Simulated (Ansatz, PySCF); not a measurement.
Process, species as SMILES: C=[SiH2] (CH4Si) [methylidenesilane] -> C=[SiH2] (CH4Si) as triplet, charge 0 (to the triplet)

Quantity: adiabatic triplet-singlet gap, E(triplet) - E(singlet) (0 K, with zero-point energies), in eV. Terms: six Cartesian d functions in 6-31G* and its kin unless marked 5d; 6-311+G** with 5d, 6d on Na to Ar in Ansatz (a quantum-chemistry and plane-wave program); valence correlation only; spin-orbit terms left out; UHF or UKS for open shells; non-relativistic; no dispersion term unless named; LANL2DZ with its own core potentials from Na on. First-principles rows: single points at B3LYP-D3(BJ) geometries (Ansatz), with unscaled harmonic terms from B3LYP/6-31G* at its own minima. The Hartree-Fock reference of C=[SiH2] (CH4Si) is unstable towards a lower, spin-broken solution. Levels can end on unlike triplets.

| level | program | adiabatic triplet-singlet gap, E(triplet) - E(singlet) (0 K, with zero-point energies) (eV) |
|---|---|---|
| HF/6-311+G** | Ansatz | 0.40 |
| PBE/def2-SVP | Ansatz | 1.50 |
| B3LYP/6-31G | Ansatz | 1.44 |
| B3LYP/6-31G* | Ansatz | 1.42 |
| MP2/LANL2DZ | Ansatz | 1.39 |
| MP2/6-31G* | Ansatz | 1.48 |
| B3PW91/6-31G* (5d) | PySCF | 1.33 |
| B3LYP/def2-TZVPD | Ansatz | 1.47 |

No value to compare with is used here. The 7 habitual levels span 0.40 (HF/6-311+G**) to 1.50 eV (PBE/def2-SVP); B3LYP/def2-TZVPD gives 1.47.

The levels are drawn from those run, B3LYP/6-31G* more often than the rest, none by its result; runs whose electronic state is in doubt are left out.
